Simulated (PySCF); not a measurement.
Species: CdMe(OMe), C₂H₆CdO (singlet state).
Cartesian coordinates in Å at the PBE0-D3(BJ)/def2-SVP level; atoms count from 1:
```
atom  x, y, z in Å
Cd1    0.315   -0.251    0.514
C2    -0.056   -0.619    2.535
H3    -1.118   -0.860    2.686
H4     0.193    0.267    3.136
H5     0.550   -1.468    2.885
O6     0.808    0.046   -1.375
C7     0.001    0.596   -2.357
H8    -0.937    0.030   -2.544
H9     0.546    0.612   -3.322
H10   -0.301    1.647   -2.158
```

Level of theory: PBE0-D3(BJ)/def2-SVP geometry optimisation, gas phase, def2 core potentials past Kr (PySCF).

**Question.** Which atoms are bound to Cd1, and at what distances?

**Answer.** 2 atoms: O6 1.975 Å, C2 2.088 Å. The nearest atom not counted as bound is H3, at 2.67 Å (others tie with it).

**Question.** What is the shape at Cd1?

**Answer.** Almost linear: angle 175.6°.

**Question.** What are the other bond lengths?

**Answer.** C2–H3, C2–H4, C2–H5 1.100 Å; O6–C7 1.385 Å; C7–H8, C7–H9, C7–H10 1.111 Å.

**Question.** Give some angles away from the centre.

**Answer.** Cd1–O6–C7 126.4°.

Charge 0, singlet. Stationary, but not proved a minimum.

Time: 44 s of wall time. Hardware: an Arm Neoverse V2 with one thread, no GPU (shared host). These figures are those of the optimisation.
